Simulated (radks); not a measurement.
The numbers below are computed, except where a source is named.
All-electron atom: the manganese ion Mn+ in [Ar] 3d5 4s1. Code: a radial shooting solver on a logarithmic mesh with Libxc functionals. Model: Dirac Kohn-Sham, PBE, spin-unpolarised, spherical densities, finite nucleus; open shells fill j = l - 1/2 first; Fermi nuclear charge, rms radius 3.7057 fm.

Normalised radial functions P(r) = r R(r) (large component), r in bohr:

```
   r/bohr * 2p3/2, o 3s1/2, + 3p1/2 (the largest magnitude, 1.95, reaches the edge; | marks zero, & curves that meet)
 0.007662                             &  o
  0.01006                             +* o
   0.0131                             +*  o
  0.01719                             |+* o
  0.02238                             |+ * o
  0.02938                             | + *o
  0.03825                             | +  o*
  0.05021                             |  +o    *
  0.06538                             | o  +       *
  0.08514                            o|     +          *
   0.1117                         o   |       +             *
   0.1455                      o      |       +                 *
    0.191                    o        |      +                   *
   0.2487                      o      |   +                    *
   0.3264                            &|                   *
   0.4251                     +       |      o     *
   0.5579                +            |     *       o
   0.7265             +               | *              o
   0.9536               +             |*            o
    1.242                   +         *        o
     1.63                        +    *   o
    2.122                           + *o
    2.763                            +&
    3.627                             &
    4.723                             &
      6.2                             &
    8.073                             &
```

2p3/2: eigenvalue -634.57 eV, 0 radial nodes, <r> = 0.248 bohr, 90 % of the charge inside 0.406 bohr. 3s1/2: eigenvalue -94.039 eV, 2 radial nodes at r = 0.0795, 0.343 bohr, <r> = 0.852 bohr, 90 % of the charge inside 1.28 bohr. 3p1/2: eigenvalue -63.624 eV, 1 radial node at r = 0.311 bohr, <r> = 0.899 bohr, 90 % of the charge inside 1.39 bohr.
